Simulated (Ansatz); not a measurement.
Computed with Ansatz on PBE0-D4/def2-TZVP structures; ΔE is electronic, products minus reactants. CCSD(T)/CBS adds triple-zeta CCSD(T) − MP2 to the extrapolated MP2 energy (def2 sets, frozen cores). This one scheme is used for every species. DFT in def2-TZVPP. HSE06 is defined as in plane-wave codes. One conformer a species, not always the lowest.

Reaction (cleavage of the Al–Si bond): `[NH2][AlH][SiH2]S` + `BO` → `B[O][AlH][NH2]` + `[SiH3]S`

| level | ΔE (kJ/mol) |
| --- | --- |
| HSE06 | -114.6 |
| MP2/def2-SVP | -138.3 |

What does CCSD(T)/CBS give? (Estimate.)

The calculation gave: -130.8 kJ/mol. The listed levels differ from it by 16.2, -7.5 kJ/mol.

Largest T1 diagnostic among the species: 0.014.

From PBE to PBE0 (25 % exact exchange), in def2-TZVPP and without D4, ΔE moves by −8.3 kJ/mol. The D4 term adds +3.3 kJ/mol with B3LYP and +2.0 kJ/mol with PBE0; it sums over pairs of atoms, weighted by their polarisabilities, and B3LYP, whose exchange is more repulsive, gets the larger term. Leaving LDA and LC-ωPBE aside and taking each functional with its dispersion term where it has one, the values, not all of them listed here, spread over 37.0 kJ/mol, from BHLYP-D4 to PBE-D4.

B3LYP here is the variant with VWN-RPA as its local correlation; programs differ in this.
